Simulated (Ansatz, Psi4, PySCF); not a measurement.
F4Se, singlet, at a GFN2-xTB geometry. Base run: PBE0/cc-pVDZ run with PySCF.

Input for PySCF:
```python
from pyscf import gto, scf, dft

mol = gto.M(
    atom='''
Se   -0.00203224    0.00254110    0.35944284
F     0.96817789    1.31904607   -0.34335275
F     1.32333862   -0.96859697   -0.32517209
F    -0.96433922   -1.32384594   -0.33559484
F    -1.31949995    0.96379711   -0.35377550
''',
    basis='cc-pvdz',
    verbose=4,
)

mf = dft.RKS(mol)
mf.xc = 'pbe0'
mf.kernel()
```

The same geometry, method and basis name were run in Ansatz (a quantum-chemistry and plane-wave program) and Psi4 and PySCF, at each program's defaults and at the settings that a row names. The base is PySCF at its defaults. Differences at the defaults can come from grids, fitting, cores and function types together.

| code and settings | ΔE vs base (mEh) | basis functions | E (Eh) | SCF cycles | dipole (D) |
|---|---|---|---|---|---|
| PySCF, defaults (exact integrals, its default grid, spherical functions) | 0.000 | 83 | -2800.17885 | 9 | 2.77 |
| Psi4, defaults (density fitting with its default set, its default grid, spherical functions) | 157.3 | 83 | -2800.02155 | 7 | 2.77 |
| Ansatz, defaults (factorised integrals, its default grid, spherical functions) | -0.034 | 83 | -2800.17889 | - | - |
| PySCF, density fitting with def2-universal-jkfit | -0.005 | 83 | -2800.17886 | 9 | 2.77 |
| PySCF, fine grid | -0.036 | 83 | -2800.17889 | 9 | 2.77 |
| Psi4, exact integrals, spherical functions, fine grid | -0.038 | 83 | -2800.17889 | 10 | 2.77 |
| Ansatz, high accuracy | -0.037 | 83 | -2800.17889 | - | - |
